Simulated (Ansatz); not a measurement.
# Low-lying states of GeO

Calculated in Ansatz's Gaussian-basis code. State-averaged CASSCF with equal weights; occupations are averaged over the states; levels count from the state that is lowest in CASSCF. Small basis; these aren't basis-limit values. No symmetry is imposed, so a solution can break that of the shape. The lowest solution met needn't be the lowest there is, nor hold the orbitals that a chemist would pick. The average may hold one member of a degenerate pair alone.

Geometry: bond length 2.4375 Å. A bond is stretched, to 1.31 times the sum of the covalent radii.

Basis def2-SVP, nonrelativistic, 15 orbitals frozen in the corrections; active space CAS(8,7). Averaged: 2 singlets.

CASSCF levels: singlet 0.00, singlet 1.22 eV.

(1) How does SC-NEVPT2 move them?

Answers

(1) singlet 0.00, singlet 1.09 eV, in the same order of listing. The lowest state stays.
